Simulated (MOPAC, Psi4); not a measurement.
Approach curve of the dimer H6B3N3 ··· H3B (SMILES B1NBNBN1 and B). Monomers: optimised at B3LYP-D3(BJ) (def2-TZVP), held rigid. Orientation: lowest of the rigid-body minima from ten starts at GFN2-xTB (searched outside a hard wall at short contacts). Only R, the distance of the centres of mass, is varied, so the lowest point isn't the relaxed dimer. The shortest distances reach bonding range, where SAPT0 and rigid monomers are unreliable.

Geometry at R = 2.97 Å (first 12 atoms: monomer A):
```
16

B     -1.1004    -0.9126    -0.2319
N     -1.3050     0.4983    -0.1583
B     -0.2440     1.4260     0.0686
N      1.0682     0.8859     0.2252
B      1.3443    -0.5134     0.1633
N      0.2369    -1.3844    -0.0668
H     -2.0065    -1.6639    -0.4229
H     -2.2395     0.8552    -0.2719
H     -0.4448     2.6001     0.1249
H      1.8331     1.5203     0.3865
H      2.4512    -0.9359     0.2980
H      0.4065    -2.3756    -0.1146
B      0.6544    -1.5614    -2.4441
H      1.7386    -1.9816    -2.1945
H     -0.2690    -2.3069    -2.5220
H      0.4935    -0.3956    -2.6159
```

Methods: PM6, restricted, heats of formation (MOPAC); AM1, restricted, heats of formation (MOPAC); SCS-MP2/aug-cc-pVDZ = Psi4 with DF-SCS-MP2/aug-cc-pVDZ, frozen core, counterpoise-corrected; PBE/def2-TZVP, counterpoise-corrected (Psi4); HF/aug-cc-pVDZ, counterpoise-corrected (Psi4).

Interaction energies in kcal/mol (negative: bound); R is the distance of the centres of mass, d the N6···B13 distance.

| R / Å | d / Å | PM6 | AM1 | SCS-MP2/aug-cc-pVDZ | PBE/def2-TZVP | HF/aug-cc-pVDZ |
|---|---|---|---|---|---|---|
| 2.34 | 1.89 | -4.72 | 3.56 | 14.60 | 5.66 | 26.38 |
| 2.61 | 2.11 | -7.89 | 1.31 | 1.97 | -3.21 | 10.58 |
| 2.74 | 2.22 | -7.15 | 1.47 | -0.75 | -4.67 | 6.52 |
| 2.97 | 2.42 | -4.97 | 1.31 | -2.81 | -5.12 | 2.45 |
| 3.14 | 2.57 | -3.50 | 0.96 | -3.12 | -4.60 | 0.98 |
| 3.35 | 2.76 | -2.18 | 0.71 | -2.89 | -3.66 | 0.09 |
| 3.71 | 3.09 | -0.97 | 0.62 | -2.07 | -2.17 | -0.34 |
| 4.00 | 3.37 | -0.53 | 0.48 | -1.45 | -1.36 | -0.32 |
| 4.49 | 3.83 | -0.20 | 0.19 | -0.74 | -0.60 | -0.18 |
| 5.17 | 4.48 | -0.05 | 0.03 | -0.28 | -0.18 | -0.05 |
| 6.21 | 5.50 | -0.01 | 0.00 | -0.07 | -0.02 | 0.00 |
| 7.46 | 6.73 | 0.00 | 0.00 | -0.02 | 0.01 | 0.01 |

Lowest grid point: PM6 -7.89 kcal/mol at R = 2.61 Å; AM1 0.00 kcal/mol at R = 6.21 Å; SCS-MP2/aug-cc-pVDZ -3.12 kcal/mol at R = 3.14 Å; PBE/def2-TZVP -5.12 kcal/mol at R = 2.97 Å; HF/aug-cc-pVDZ -0.34 kcal/mol at R = 3.71 Å.
